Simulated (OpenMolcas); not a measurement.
Computed levels of 5s² 5p in ions with 49 electrons, in cm-1 above ²P°_1/2.

```yaml
Program: OpenMolcas
Method: CASSCF
Basis: ANO-RCC-VQZP
Scalar_Hamiltonian: DKH2, point nucleus
Spin-orbit_coupling: RASSI with atomic mean-field integrals over the reference wave functions, term energies averaged over their components
```

Active space for each ion: 3 electrons in 4 orbitals (5s 5p).

```tsv
Level	In	Sn+	Te3+	I4+	Xe5+
²P°_3/2	2110	3806	7886	10487	13573
```

Estimate ²P°_3/2 for Sb2+ from its neighbours Sn+ and Te3+.

²P°_3/2 is fine structure, which grows about as the fourth power of a screened charge, so the fourth roots are averaged: ((3806^0.25 + 7886^0.25) / 2)^4 = 5570. The calculation gives 5614, so the estimate is off by -0.8 %; the measured value is 6576 (Moore, Atomic Energy Levels, vol. III, NSRDS-NBS 35 (1971 reprint of NBS Circular 467, 1958)).

Some high roots are left out of the spin-orbit mixing, which shifts the levels that they would mix with (holds for In). Without dynamic correlation excited terms often stand tens of per cent too high (terms of higher spin than the ground term too low), and those without a measured partner can miss by more than the paired ones (holds for In). Computed and measured levels are paired by configuration, term and J; levels that our copy of the source lacks, or whose pairing is in doubt (as where it misses far off the trend of its configuration), stay unpaired and out of the deviations. Only configurations of the active space appear.

° marks odd parity.
